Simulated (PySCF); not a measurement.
B(Cl)(F)(NHMe) (CH4BClFN), SMILES CNB(F)Cl. Atoms are numbered in the order given.

```xyz
9

B      0.2243    -0.1056     0.0000
Cl    -0.3617    -1.7829     0.0000
F      1.5412     0.1042     0.0000
N     -0.6721     0.9611     0.0000
C     -0.3109     2.3643     0.0000
H     -1.6660     0.7594     0.0000
H     -0.6958     2.8859     0.8929
H     -0.6958     2.8859    -0.8929
H      0.7835     2.4548     0.0000
```

Geometry optimised at r2SCAN-D4/def2-SVP. The structure was generated by enumeration, and PubChem lists no compound with its InChIKey, so it may never have been made. One conformer was computed; it need not be the lowest.

Level of theory: r2SCAN/def2-TZVP (PySCF).

Atomic charges (e):

| atom | IAO | Mulliken |
|---|---|---|
| B1 | 0.46 | 0.40 |
| Cl2 | -0.13 | -0.20 |
| F3 | -0.33 | -0.28 |
| N4 | -0.44 | -0.29 |
| C5 | -0.31 | -0.22 |
| H6 | 0.29 | 0.23 |
| H7 | 0.15 | 0.11 |
| H8 | 0.15 | 0.11 |
| H9 | 0.16 | 0.14 |

Computed Mayer and Wiberg (Löwdin basis) orders of the bonds:
```tsv
bond	Mayer	Wiberg
B1–Cl2	1.18	2.07
B1–F3	1.14	2.05
B1–N4	1.40	1.76
N4–C5	0.89	1.32
N4–H6	0.91	0.83
C5–H7	0.97	0.92
C5–H8	0.97	0.92
C5–H9	0.98	0.91
```
